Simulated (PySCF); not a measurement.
Ligands exchanged one at a time, Sn Br-C2H5. All species are isolated molecules in the gas phase. One relaxed conformer stands for each flexible species; it need not be the lowest. Strings in code marks are SMILES.

Quantity: redistribution energy (mixed species minus the weighted end members), in kcal/mol.

Case: 2 of 4 Br replaced by C2H5: `C[CH2][Sn]([Br])([Br])[CH2]C` (C–C–Sn–Br torsion 165°, Br–Sn–C–C torsion -58°). The other species in the difference include `[Br][Sn]([Br])([Br])[Br]` (neutral, multiplicity 1). Geometry of `[Br][Sn]([Br])([CH2]C)[CH2]C` (neutral, multiplicity 1, Å):

```xyz
17

C     -2.6265    -0.9445     0.2817
C     -2.0462     0.4617     0.4105
Sn    -0.0983     0.6667    -0.5321
Br     0.3957     3.1410    -0.7386
Br    -0.3625    -0.2433    -2.8842
C      1.7119    -0.2458     0.2503
C      2.9201     0.0176    -0.6440
H     -3.6316    -0.9952     0.7332
H     -2.0028    -1.6974     0.7908
H     -2.7194    -1.2476    -0.7726
H     -2.6772     1.2193    -0.0779
H     -1.9126     0.7685     1.4601
H      1.4924    -1.3210     0.3477
H      1.8452     0.1661     1.2632
H      2.7658    -0.3860    -1.6567
H      3.8251    -0.4559    -0.2278
H      3.1208     1.0959    -0.7412
```

Question: What redistribution energy (mixed species minus the weighted end members) does B3LYP-D3(BJ)/def2-TZVP // B3LYP-D3(BJ)/def2-SVP (PySCF) give?

Answer: -12.1 kcal/mol.
